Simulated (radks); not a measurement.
The numbers below are computed, except where a source is named.
The hafnium ion Hf2+, configuration [Xe] 4f14 5d2. Level of theory: Dirac Kohn-Sham, BLYP, spin-unpolarised, spherical densities, point nucleus; open shells fill j = l - 1/2 first (a radial shooting solver on a logarithmic mesh with Libxc functionals).

Unscreened Slater integrals over Kohn-Sham orbitals (hartree). Large and small components are both included. Empty in this configuration: 5d5/2.

integral,value
"F0(5d3/2,5d3/2)",0.43133
"F2(5d3/2,5d3/2)",0.21936
"F0(5d3/2,4f7/2)",0.56316
"F2(5d3/2,4f7/2)",0.12573
"G3(5d3/2,4f7/2)",0.045397
"G5(5d3/2,4f7/2)",0.034356
"F0(5d3/2,4f5/2)",0.56412
"F2(5d3/2,4f5/2)",0.12350
"G1(5d3/2,4f5/2)",0.054131
"G3(5d3/2,4f5/2)",0.043638
"F0(5d3/2,5p3/2)",0.50890
"F2(5d3/2,5p3/2)",0.23934
"G1(5d3/2,5p3/2)",0.28226
"G3(5d3/2,5p3/2)",0.17209
"F0(5d3/2,5d5/2)",0.42482
"F2(5d3/2,5d5/2)",0.21594
"G2(5d3/2,5d5/2)",0.21578
"G4(5d3/2,5d5/2)",0.14033
"F0(4f7/2,4f7/2)",1.3654
"F2(4f7/2,4f7/2)",0.64567
"F4(4f7/2,4f7/2)",0.40449
"F6(4f7/2,4f7/2)",0.29084
"F0(4f7/2,4f5/2)",1.3774
"F2(4f7/2,4f5/2)",0.65186
"F4(4f7/2,4f5/2)",0.40848
"G2(4f7/2,4f5/2)",0.64966
"G4(4f7/2,4f5/2)",0.40717
"G6(4f7/2,4f5/2)",0.29281
"F0(4f7/2,5p3/2)",0.80021
"F2(4f7/2,5p3/2)",0.25647
"G2(4f7/2,5p3/2)",0.12325
"G4(4f7/2,5p3/2)",0.096421
"F0(4f7/2,5d5/2)",0.54775
"F2(4f7/2,5d5/2)",0.11831
"F4(4f7/2,5d5/2)",0.054992
"G1(4f7/2,5d5/2)",0.051853
"G3(4f7/2,5d5/2)",0.041713
"G5(4f7/2,5d5/2)",0.031649
"F0(4f5/2,4f5/2)",1.3896
"F2(4f5/2,4f5/2)",0.65831
"F4(4f5/2,4f5/2)",0.41266
"F0(4f5/2,5p3/2)",0.80271
"F2(4f5/2,5p3/2)",0.25361
"G2(4f5/2,5p3/2)",0.11913
"G4(4f5/2,5p3/2)",0.093707
"F0(4f5/2,5d5/2)",0.54864
"F2(4f5/2,5d5/2)",0.11616
"F4(4f5/2,5d5/2)",0.053525
"G1(4f5/2,5d5/2)",0.049129
"G3(4f5/2,5d5/2)",0.039998
"G5(4f5/2,5d5/2)",0.030454
"F0(5p3/2,5p3/2)",0.65586
"F2(5p3/2,5p3/2)",0.35196
"F0(5p3/2,5d5/2)",0.49786
"F2(5p3/2,5d5/2)",0.23008
"G1(5p3/2,5d5/2)",0.26631
"G3(5p3/2,5d5/2)",0.16241
"F0(5d5/2,5d5/2)",0.41863
"F2(5d5/2,5d5/2)",0.21296
"F4(5d5/2,5d5/2)",0.13846
